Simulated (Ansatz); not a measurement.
Mulliken charges of AlBH4OSiTe, SMILES `O[B]1[SiH2][Al]1[TeH]` from r2SCAN/def2-TZVPP in Ansatz (PBE0-D4/def2-TZVP geometry).

```
atom   x (Å)   y (Å)   z (Å)  charge (e)
  O1   2.367   0.720  -0.693      -0.283
  B2   1.238   0.090  -0.322       0.203
 Si3   0.421  -1.667  -0.541      -0.023
 Al4  -0.834   0.277  -0.024       0.107
 Te5  -3.157   0.996   0.740      -0.126
  H6   2.332   1.676  -0.615       0.228
  H7  -0.474  -1.432   0.725      -0.035
  H8   0.697  -3.141  -0.528      -0.063
  H9  -2.501   2.435   1.242      -0.009
```

Q: By hand: the dipole of these point charges (1 e Å = 4.8032 D).

A: Σ q r = (0.407, 0.365, -0.096) e Å, of length 0.555 e Å = 2.67 D.

Q: How does the dipole of the full density compare? (Estimate.)

A: Computed: (0.082, 0.295, 0.002) e Å, 1.47 D; the point charges give 1.82 times that, at 34° from its direction.

Point charges leave out the atoms' own dipoles, such as those of lone pairs, and Mulliken's split depends on the basis, so the two needn't agree.
